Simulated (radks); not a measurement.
Spherical quantum dot in the effective-mass picture: electrons in a parabolic well V = omega^2 r^2 / 2 with omega = 0.162, with a point charge +2 (a donor) at the centre, all in effective atomic units (hartree* = m*/eps^2 hartree, bohr* = eps/m* bohr), one dielectric constant everywhere. Calculated with a radial shooting solver with Libxc functionals: non-relativistic Kohn-Sham, exchange-only LDA, spin-polarised, spherical densities. Levels are named by radial order and angular momentum (1s, 1p, 1d, 2s, ...), and open shells are averaged over m. Results are scaled to m* = 0.529 and eps = 15.7, for which hartree* = 58.4 meV and bohr* = 1.571 nm. Each electron was tried in the lowest free levels, single moves between levels near the top were tried too, and the lowest total energy was kept; such a search can miss a lower state. At N = 1 the Hartree and exchange-correlation terms need not cancel, so that row can carry a self-interaction error.

N	open shells	2S	E (meV)	mu = E(N) - E(N-1) (meV)	addition energy mu(N+1) - mu(N) (meV)
1	1s(up 1, down 0)	1	-111.082	-111.08	65.07
2	none	0	-157.093	-46.011	67.36
3	2s(up 1, down 0)	1	-135.744	21.349	12.85
4	1p(up 1, down 0) 2s(up 1, down 0)	2	-101.540	34.203	11.32
5	1p(up 2, down 0) 2s(up 1, down 0)	3	-56.0151	45.525	10.70
6	1p(up 3, down 0) 2s(up 1, down 0)	4	0.208036	56.223	13.69
7	1p(up 3, down 0)	3	70.1228	69.915	9.755
8	1p(up 3, down 1)	2	149.792	79.670	8.228
9	1p(up 3, down 2)	1	237.690	87.898	8.183
10	none	0	333.771	96.080	12.66
11	1d(up 1, down 0)	1	442.515	108.74	7.352
12	1d(up 2, down 0)	2	558.611	116.10	7.256
13	1d(up 3, down 0)	3	681.964	123.35	7.143
14	1d(up 4, down 0)	4	812.460	130.50	7.025
15	1d(up 5, down 0)	5	949.981	137.52	9.402
16	1d(up 5, down 1)	4	1096.90	146.92	6.465
17	1d(up 5, down 2)	3	1250.29	153.39	6.435
18	1d(up 5, down 3)	2	1410.11	159.82	6.380
19	1d(up 5, down 4)	1	1576.32	166.20	6.314
20	none	0	1748.83	172.52	9.906
21	1f(up 1, down 0)	1	1931.25	182.42	5.958
22	1f(up 2, down 0)	2	2119.64	188.38	5.908
23	1f(up 3, down 0)	3	2313.92	194.29	5.853
24	1f(up 4, down 0)	4	2514.07	200.14	5.797
25	1f(up 5, down 0)	5	2720.00	205.94	5.741
26	1f(up 6, down 0)	6	2931.69	211.68	5.686
27	1f(up 7, down 0)	7	3149.05	217.37	5.796
28	1f(up 7, down 0) 3s(up 1, down 0)	8	3372.21	223.16	6.892
29	1f(up 7, down 0) 2p(up 1, down 0) 3s(up 1, down 0)	9	3602.27	230.05	5.505
30	1f(up 7, down 0) 2p(up 2, down 0) 3s(up 1, down 0)	10	3837.83	235.56	5.542
31	1f(up 7, down 0) 2p(up 3, down 0) 3s(up 1, down 0)	11	4078.93	241.10	6.164
32	1f(up 7, down 1) 2p(up 3, down 0) 3s(up 1, down 0)	10	4326.19	247.27	5.228
33	1f(up 7, down 2) 2p(up 3, down 0) 3s(up 1, down 0)	9	4578.69	252.49	5.203
34	1f(up 7, down 3) 2p(up 3, down 0) 3s(up 1, down 0)	8	4836.38	257.70	5.175
35	1f(up 7, down 4) 2p(up 3, down 0) 3s(up 1, down 0)	7	5099.26	262.87	5.145
36	1f(up 7, down 5) 2p(up 3, down 0) 3s(up 1, down 0)	6	5367.27	268.02	4.908
37	2p(up 1, down 0)	1	5640.20	272.92	5.491
38	2p(up 3, down 0) 3s(up 1, down 0)	4	5918.61	278.42	5.713
39	2p(up 3, down 0)	3	6202.74	284.13	6.352
40	2p(up 3, down 1)	2	6493.22	290.48	4.920
41	2p(up 3, down 2)	1	6788.62	295.40	4.934
42	none	0	7088.96	300.33	-

All shells are closed at N = 2, 10, 20, 42 (there: 1s2 1p6 1d10 2s2 1f14 2p6 3s2); the second difference of the energy has clear peaks (12 % above both neighbours; the first and last values, which can be the largest, are not judged, and half-filled shells can peak too) at N = 6, 10, 15, 20, 28.
